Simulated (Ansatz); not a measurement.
Basis-set extrapolation for CH3ClFOSi (`CO[Si](F)Cl`) radical (PBE0-D4/def2-TZVP geometry, frozen core, Ansatz 0.2.0). Multiplicity 2, UHF reference.

```
                      def2-TZVPP   def2-QZVPP
                 HF  -962.591253  -962.624323
    MP2 correlation    -0.936809    -1.019854
CCSD(T) correlation    -1.005728      not run
```

Energies in hartree. Use E(X) = E(∞) + A·exp(−7.88·√X) for Hartree–Fock and E(X) = E(∞) + B·X^(−2.97) for correlation, with X = 3 and 4, and add CCSD(T) minus MP2 of the smaller set to the MP2 limit.

**Question.** What is the CCSD(T) energy at the basis-set limit?

**Answer.** HF limit: -962.624323 + (-0.033070) × 0.13774 = -962.62888. MP2 limit: -1.019854 + (-0.083045) × 0.74074 = -1.08137. Higher-order term: -1.005728 − (-0.936809) = -0.06892. Total: -963.77917 hartree, 114.3 kcal/mol below CCSD(T)/def2-TZVPP.
